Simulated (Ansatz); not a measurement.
Two isomers of CH10N2Si2: A = `C[SiH](N)[SiH2]N`, B = `N[SiH2]C(N)[SiH3]`.

Program: Ansatz. Geometries: PBE0-D4/def2-TZVP. ΔE: electronic, gas phase. CCSD(T)/CBS adds triple-zeta CCSD(T) − MP2 to the extrapolated MP2 energy (def2 sets, frozen cores). Functionals use def2-TZVPP. B3LYP here is the variant with VWN-RPA as its local correlation; programs differ in this. Each species was taken in one conformer, which may not be the lowest.

(1) Which isomer does CCSD(T)/CBS put lower? Give the gap. (Estimate.)

(2) Give E(B) − E(A) in kcal/mol with HF/def2-TZVPP, B2PLYP, CCSD/def2-TZVPP, B3LYP-D4, CCSD(T)/def2-TZVPP, MP2/def2-TZVPP, ωB97M-V. (An estimate is asked.)

Largest T1 diagnostic: 0.011.

Answers

(1) Computed: A, by 32.1 kcal/mol.

(2) Computed: HF/def2-TZVPP 32.2, B2PLYP 32.2, CCSD/def2-TZVPP 31.7, B3LYP-D4 32.2, CCSD(T)/def2-TZVPP 31.4, MP2/def2-TZVPP 31.7, ωB97M-V 31.0. None reverses the order clearly.
